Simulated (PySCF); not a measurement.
## How methods differ on the ionisation energy of Xe⁺

Xe⁺ [Kr] 4d10 5s2 5p5 (2P) → Xe²⁺ [Kr] 4d10 5s2 5p4 (3P), as a difference of total energies. All numbers are calculated (PySCF 2.14, no relativity, point nucleus, in dyall-av2z). Correlated levels: valence: [Kr] 4d10 frozen; virtual orbitals above 40 to 60 times the deepest correlated orbital energy dropped. The calculations carry no spin-orbit coupling.

```json
{"method": "UHF", "ionisation energy (eV)": "20.062"}
{"method": "LDA", "ionisation energy (eV)": "21.365"}
{"method": "PBE", "ionisation energy (eV)": "21.042"}
{"method": "PBE0", "ionisation energy (eV)": "21.091"}
{"method": "r2SCAN", "ionisation energy (eV)": "21.113"}
{"method": "revPBE", "ionisation energy (eV)": "20.955"}
{"method": "HSE06", "ionisation energy (eV)": "21.110"}
{"method": "r2SCAN0", "ionisation energy (eV)": "21.130"}
{"method": "ROHF", "ionisation energy (eV)": "20.084"}
{"method": "MP2 (valence)", "ionisation energy (eV)": "20.583"}
{"method": "SCS-MP2 (valence)", "ionisation energy (eV)": "20.563"}
```

Task: How much does correlation contribute at MP2 (valence)?

Result: 20.583 − (20.062) = 0.521 eV, measured against UHF.

A first-order spin-orbit estimate (lowest level to lowest level, LS coupling) adds -0.035 eV.

These non-relativistic numbers lack the scalar-relativistic shift.

For comparison: 20.975 eV (semi-empirical (NIST evaluation); NIST Atomic Spectra Database, ionization energies).
